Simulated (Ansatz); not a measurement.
Geometry optimisation, RKS PBE-D4/def2-SVP in Ansatz 0.2.0.

Input:

```yaml
crystal:
  periodic: [false, false, false]
  atoms:
    - { symbol: Si, position_ang: [-1.018554, 0.89413, 1.02111] }
    - { symbol: O, position_ang: [0.429022, 0.67366, 1.899829] }
    - { symbol: F, position_ang: [-0.763428, 1.526832, -0.442338] }
    - { symbol: F, position_ang: [-1.831734, -0.48603, 0.834856] }
    - { symbol: F, position_ang: [-1.930017, 1.946428, 1.820448] }
    - { symbol: H, position_ang: [1.01296, -0.422605, -0.014016] }
    - { symbol: Si, position_ang: [0.865718, -0.856205, -1.393391] }
    - { symbol: H, position_ang: [0.759983, -0.240942, 1.849076] }
    - { symbol: H, position_ang: [-0.573501, -1.159964, -1.680641] }
    - { symbol: H, position_ang: [1.367759, 0.227811, -2.299658] }
    - { symbol: H, position_ang: [1.68179, -2.103215, -1.595376] }
basis:
  gaussian: { orbitals: def2-SVP }
hamiltonian:
  xc: pbe
  dispersion: d4
relax:
  f_tol: 0.03
  max_steps: 50
```

Launched with:

```bash
$ ansatz run input.yaml --threads 2 --pin off --max-ram 3072MiB --backend cpu --events-out ev --progress --plain --runs-dir out
```

Question: Where does it end, and by what steps?

Answer: The run converged. The force dipped under the threshold on the way, but the program's further checks kept it going. After 23 steps the energy has fallen by 0.238 eV; H6 moved furthest, 0.70 Å.

| step | energy less start (eV) | largest force component (eV/Å) | accepted |
| --- | --- | --- | --- |
| 0 | 0.0000 | 1.676 | yes |
| 1 | -0.1581 | 1.013 | yes |
| 2 | -0.2005 | 0.292 | yes |
| 3 | -0.2107 | 0.372 | yes |
| 4 | -0.1853 | 0.743 | no |
| 5 | -0.2199 | 0.272 | yes |
| 6 | -0.2216 | 0.235 | yes |
| 7 | -0.2258 | 0.267 | yes |
| 8 | -0.2260 | 0.245 | yes |
| 9 | -0.2319 | 0.048 | yes |
| 10 | -0.2326 | 0.018 | yes |
| 11 | -0.2330 | 0.055 | yes |
| 12 | -0.2332 | 0.060 | yes |
| 13 | -0.2335 | 0.041 | yes |
| 14 | -0.2339 | 0.060 | yes |
| 15 | -0.2344 | 0.063 | yes |
| 16 | -0.2348 | 0.136 | yes |
| 17 | -0.2359 | 0.096 | yes |
| 18 | -0.2369 | 0.068 | yes |
| 19 | -0.2369 | 0.070 | no |
| 20 | -0.2371 | 0.021 | yes |
| 21 | -0.2377 | 0.031 | yes |
| 22 | -0.2379 | 0.039 | yes |
| 23 | -0.2381 | 0.016 | yes |

```xyz
11
Properties=species:S:1:pos:R:3
Si -1.203 0.958 1.136
O 0.051 0.337 1.983
F -0.730 1.529 -0.304
F -2.362 -0.124 0.838
F -1.847 2.158 1.988
H 1.703 -0.482 -0.145
Si 1.069 -0.936 -1.440
H 0.704 -0.172 1.467
H -0.354 -1.325 -1.161
H 1.133 0.186 -2.430
H 1.837 -2.128 -1.933
```

The run took 54 s on 2 threads of Intel(R) Xeon(R) Platinum 8488C (Sapphire Rapids) (shared host), peak memory 0.17 GiB.
